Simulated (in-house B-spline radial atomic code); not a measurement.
Values are calculated unless marked as measured or tabulated.
## C6 from the polarisability at imaginary frequency: N3+

BLYP linear response of the closed shell [He] 2s2, from an all-electron radial atomic-structure program (B-spline basis); non-relativistic, point nucleus, no spin-orbit coupling.

The dispersion coefficient of two like species is C6 = (3/π) ∫ α(iu)² du from 0 to ∞.

| u (hartree) | α(iu) (bohr³) |
| --- | --- |
| 0 | 2.127 |
| 0.24 | 1.814 |
| 0.56 | 1.127 |
| 0.96 | 0.636 |
| 1.6 | 0.3286 |
| 2.4 | 0.1867 |
| 3.6 | 0.1027 |
| 5.6 | 0.05189 |
| 8 | 0.02956 |
| 12 | 0.01556 |
| 20 | 0.006855 |
| 40 | 0.0021 |

Q: Fit one oscillator, α(iu) = α(0)/(1 + u²/ω²), through u = 0.56 and estimate C6.

A: From α(0)/α(iu) − 1 = 2.127/1.127 − 1 = 0.8873, ω = u/√0.8873 = 0.5945 hartree (16.2 eV). London's formula gives C6 = (3/4) α(0)² ω = 0.75 × 2.127² × 0.5945 = 2.017 hartree·bohr⁶, and the oscillator holds f = α(0) ω² = 0.75 electrons, of a sum of oscillator strengths of 4.0.

Q: How does that compare with the full integral?

A: The program's quadrature over all excitations gives C6 = 2.095, so the single oscillator is off by -3.7 %. At the last point the fit gives α = 0.00047 against 0.0021: higher excitations, and deeper shells where there are any, keep the true curve higher at large u.
